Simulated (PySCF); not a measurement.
C₅H₇Cl₂O (doublet state).
Structure used (GFN2-xTB), in Å, numbered top down from 1:
```
atom  x, y, z in Å
C1     2.555    0.832   -0.185
C2     1.494    0.096   -0.211
C3     0.665   -0.804    0.582
C4    -0.796   -0.771    0.122
Cl5   -0.892   -1.328   -1.582
Cl6   -1.762   -1.894    1.119
C7    -1.402    0.634    0.195
O8    -2.727    0.692   -0.223
H9     3.189    0.956    0.696
H10    2.896    1.380   -1.051
H11    1.038   -1.827    0.486
H12    0.681   -0.528    1.646
H13   -1.392    0.973    1.234
H14   -0.756    1.299   -0.402
H15   -2.793    0.298   -1.103
```

The hyperfine couplings belong to this conformer and change with its torsions.

As a line formula: `C=[C]CC(Cl)(Cl)CO` [radical].

Level of theory: UKS B3LYP, pcH-1 on C Cl H O, non-relativistic, mean-field spin-orbit, GIAO (PySCF 2.14.0). Geometry: GFN2-xTB, one conformer, isolated molecule. The geometry wasn't refined by DFT: couplings that depend on bond lengths, twists or pyramidal angles can differ widely from those at the functional's own minimum. No stability test was run, so a lower SCF solution isn't excluded.

Problem. Break the g tensor into its mass correction, gauge correction and orbital-Zeeman/spin–orbit terms.

Solution. 
```
                    Δg (ppm)     1     2     3
relativistic mass correction  -151  -151  -151
            gauge correction    34     6    42
   orbital Zeeman/spin–orbit  -559   305  2228
                       total  -676   160  2119
```

So g = 2.00164, 2.00248, 2.00444 and g_iso = 2.00285; the tensor is rhombic: the two nearest values differ by 30 % of g3 − g1. Axes: g1 points within 8° of the C2–C3 bond and g2 points within 3° of the C1–H9 bond.

Problem. What effective moment and Curie constant follow for a powder?

Solution. With the mean of g² = 4.0114 and S(S+1) = 0.75: μ_eff = √(⟨g²⟩S(S+1)) = 1.735 μB and χT = 0.12505·⟨g²⟩·S(S+1) = 0.376 cm³ K/mol (cgs; spin-Hamiltonian part alone).

Problem. What are the electron Larmor frequencies g μB B/h along the three axes at 1200 mT?

Solution. 33.6186, 33.6326, 33.6655 GHz for g1, g2 and g3, a range of 46.9 MHz.

Problem. In a frozen sample, at which fields do the three g values resonate at 9.5, 34, 94 and 263 GHz (hyperfine left aside), and which band first spreads them over more than twice a line width of 1.0 mT?

Solution. 
```tsv
band	GHz	B(g3) mT	B(g2) mT	B(g1) mT	spread mT
X	9.5	338.63	338.96	339.10	0.47
Q	34.0	1211.92	1213.11	1213.61	1.69
W	94.0	3350.61	3353.89	3355.29	4.68
J	263.0	9374.57	9383.74	9387.66	13.09
```

The spread grows in proportion to the frequency. W band is the first where it exceeds 2.0 mT.

The largest Mulliken spin populations are on C2 (+0.98), C1 (-0.16) and H9 (+0.10). No atom but C2 exceeds +0.15. The positive populations add up to 1.21 and the negative ones to -0.21, together 2S = 1.

The HOMO–LUMO gaps are 6.01 eV among the α and 5.16 eV among the β orbitals.

On an Arm Neoverse V2 with one thread, no GPU (shared host), this took 2.2 min wall (with the writing of density and orbital grids) and 0.97 GiB of memory at its peak.
